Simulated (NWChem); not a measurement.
# Atomisation of H$_{2}$Zn

```
Zn
H 1 1.5501
H 1 1.5501 2 180.00
```
Charge 0, spin multiplicity 1.

Program: NWChem. The geometry was optimised at PBE0/def2-SVP, a minimum by its harmonic frequencies.

Basis set: def2-TZVP. The atomisation energy is electronic alone: no zero-point, thermal, spin-orbit or counterpoise terms. No value is extrapolated to the basis-set limit. Free atoms are single determinants with multiplicities Zn 1, H 2. Correlated methods freeze the same cores in atoms and molecule, 9 orbitals in all.

```json
[
 {"method": "BP86", "atomisation energy (kcal/mol)": "105.7"},
 {"method": "MP2", "atomisation energy (kcal/mol)": "97.0"},
 {"method": "CAM-B3LYP", "atomisation energy (kcal/mol)": "105.9"},
 {"method": "B3LYP", "atomisation energy (kcal/mol)": "102.0"},
 {"method": "HF", "atomisation energy (kcal/mol)": "76.9"},
 {"method": "LDA (SVWN5)", "atomisation energy (kcal/mol)": "116.3"},
 {"method": "PBE", "atomisation energy (kcal/mol)": "100.0"},
 {"method": "BHandHLYP", "atomisation energy (kcal/mol)": "102.4"},
 {"method": "CCSD(T)", "atomisation energy (kcal/mol)": "98.4"},
 {"method": "PBE0", "atomisation energy (kcal/mol)": "101.5"}
]
```

The values span 39.4 kcal/mol, from HF (lowest) to LDA (SVWN5) (highest). 

The correlated methods keep 9 core orbitals frozen. B3LYP has NWChem's definition, with VWN1-RPA local correlation. The structure started from a generated list of species. No SCF solution was tested for a lower state. No row is a measurement; the coupled-cluster row has its own basis-set and correlation limits.
